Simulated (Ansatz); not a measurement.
Born–Oppenheimer molecular dynamics of ClFH₄O₂Si (9 atoms, charge 0, multiplicity 1). It starts at the highest image of a converged band. Of that band: Neighbouring images differ by up to 1.9 eV, so the band resolves the path poorly. A vibrational analysis at the climbing image gives one clearly imaginary mode, 1346i cm⁻¹: a first-order saddle point.

These are results of Ansatz, RKS B3LYP-D4/def2-SVP, not measurements.

```json
{
  "ensemble": "NVE (velocity Verlet)",
  "time step": "0.5 fs",
  "steps asked": "150",
  "starting velocities drawn for": "300 K",
  "seed": "10383"
}
```

First frame:

```xyz
9
Properties=species:S:1:pos:R:3
Si 0.007 -0.242 -0.072
H 0.699 0.345 1.345
F 1.437 -0.102 -0.825
O -1.055 1.016 -0.028
H -1.728 0.963 -0.722
Cl -0.958 -1.466 -1.527
O -0.006 -1.580 1.162
H 0.183 -2.519 0.983
H 0.593 -0.727 1.651
```

**Question.** How far do the bonds stretch over the last three quarters of this one trajectory? (Pairs bonded in most of those frames.)

**Answer.** 
| bond | mean (Å) | spread (Å) | shortest | longest |
| --- | --- | --- | --- | --- |
| Si1–F3 | 1.620 | 0.030 | 1.57 | 1.66 |
| Si1–O4 | 1.647 | 0.030 | 1.59 | 1.69 |
| Si1–Cl6 | 2.101 | 0.101 | 1.99 | 2.27 |
| Si1–O7 | 1.637 | 0.050 | 1.57 | 1.72 |
| H2–H9 | 0.779 | 0.072 | 0.67 | 0.88 |
| O4–H5 | 0.964 | 0.003 | 0.96 | 0.97 |
| O7–H8 | 0.967 | 0.005 | 0.96 | 0.98 |

Mean temperature of the second half: 1841 K. The conserved energy stayed within 0.58 meV per atom of its start (net change 0.47 meV per atom), so the integration is sound. The kinetic energy rose, since the run started high on the potential surface and went downhill. It ends in pieces (ClFH2O2Si + H2), so much of that is their flight and rotation, not heat. A run of 0.075 ps of so small a system gives no equilibrium averages. The orbitals stay closed-shell, which can raise the energy where a bond breaks towards radicals; this wasn't checked here.

Time of the run: 6.5 min on 2 threads of AMD EPYC 7R43 64-Core Processor (Zen 3), on a shared host, peak memory 0.22 GiB.
